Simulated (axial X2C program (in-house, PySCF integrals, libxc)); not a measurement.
**CoSe⁺ at several levels of theory**

Computed with an axial X2C code built on PySCF integrals. Spin-free means the one-electron spin-free X2C Hamiltonian; two-component (2c) means X2C with spin–orbit coupling and atomic mean-field two-electron Coulomb and Gaunt terms, so the difference of the two also holds small scalar two-electron terms. Basis: Se dyall-cv3z [8s9p6d4f1g], Co dyall-cv3z [9s10p6d3f2g] (cores contracted in-house); Gaussian nuclei, density fitting, unrestricted open shells. Masses: Se 79.917 u, Co 58.933 u.

The run was started with this input:
```json
{
 "zs": [
  34,
  27
 ],
 "q": 1,
 "bas": [
  "dyall-cv3z",
  "dyall-cv3z"
 ],
 "levels": [
  "PBE0",
  "HF",
  "PW91"
 ],
 "cc": true,
 "r0": 2.1,
 "thr": -2.0,
 "nmax": 90,
 "npts": 10,
 "nst": 2,
 "ntry": 6
}
```
```bash
python so2c.py task.json out
```

Keys: zs atomic numbers; q charge; bas basis sets; levels methods; cc coupled cluster on or off; r0 starting distance in Å; thr threshold in hartree for freezing inner shells (an s shell follows its p shell); nmax most natural virtual spinors; npts points on the curve; nst determinants followed; ntry starts of the search. HF also brings MP2.

State, spin-free: M_S = 2, Λ = 2 (beyond evenly filled blocks: σα, π+α, π-α, δ+α, δ+β, δ-α); electrons by block: σα: 14, σβ: 13, π+α: 7, π+β: 6, π-α: 7, π-β: 6, δ+α: 2, δ+β: 2, δ-α: 2, δ-β: 1. Fragments: Se + Co+.

State, 2c: Ω = 4 (⟨Sz⟩ = 2.00, ⟨Lz⟩ = 2.00 at PBE0); electrons by block: 1/2: 20, -1/2: 20, 3/2: 9, -3/2: 8, 5/2: 2, -5/2: 1. Fragments: Se + Co+.

| Hamiltonian | level | Re (Å) | ωe (cm⁻¹) | αe (cm⁻¹) | De (eV) | μ (D) |
| --- | --- | --- | --- | --- | --- | --- |
| spin-free | PBE0 | 2.170 | 325.5 | 0.000509 | 2.81 | 4.59 |
| spin-free | HF | 2.324 | 299.4 | 0.000437 | n/a | 8.18 |
| spin-free | CCSD | 2.180 | 328.8 | 0.000393 | 2.09 | n/a |
| spin-free | CCSD(T) | 2.166 | 332.6 | 0.00041 | n/a | n/a |
| spin-free | PW91 | 2.141 | 346.2 | 0.000481 | 3.76 | 4.18 |
| 2c | PBE0 | 2.171 | 324.8 | 0.000514 | n/a | 4.57 |
| 2c | PW91 | 2.142 | 345.5 | 0.000482 | n/a | 4.17 |

Correlated methods: 14 electrons correlated (number of frozen shells: Se 3 s, 2 p, 1 d; Co 3 s, 2 p), 266 virtual spin orbitals or spinors in MP2, 90 natural virtuals in coupled cluster.

Dipoles are positive if Co is the positive end and refer to the centre of mass.

One determinant describes the state; a PBE0 search over occupations chose it and may have missed a lower one. Dissociation energies refer to the lowest single-determinant-based atoms at the same level and basis. De is not given where an atomic determinant may have missed its ground term or J level, or where the truncated virtual space spoils (T). Density functionals use the spin component along the axis (collinear). CCSD and (T) use frozen natural virtuals with an MP2 correction for the truncation; (T) itself is uncorrected, so its De runs slightly low. Other states lie close and PBE0, whose exact exchange favours high spin, may order them wrongly; the determinant shown need not be the ground state. The nearest other spin-free determinant of the search, M_S = 1, Λ = 4, lies 0.72 eV up at the distance of the search. Without a current term, density functionals place determinants with orbital angular momentum somewhat too high. With several unpaired electrons one determinant need not be a pure state. Open-shell Ω = 0 determinants with evenly filled partner blocks cannot be reached by this program, so the Ω shown need not be the lowest component. The determinant is spin-polarised beyond a pure state at some levels (its spin-free form has ⟨S²⟩ too high), which makes Re and μ there less reliable. The T1 diagnostic is large, a sign of multireference character.

No reliable constants came from CCSD (2c), CCSD(T) (2c), HF (2c), MP2 (2c), MP2 (spin-free): no minimum in range, unconverged points, a curve that is not smooth, a change of character along it, or the two Hamiltonians disagreeing along it.

Rough cost a point (2c) on 1 thread(s) of a shared host, integrals apart: PBE0 1.1 s, PW91 0.5 s.

The whole task took 6.1 min on 1 thread of Arm Neoverse V1, with other jobs on the host.
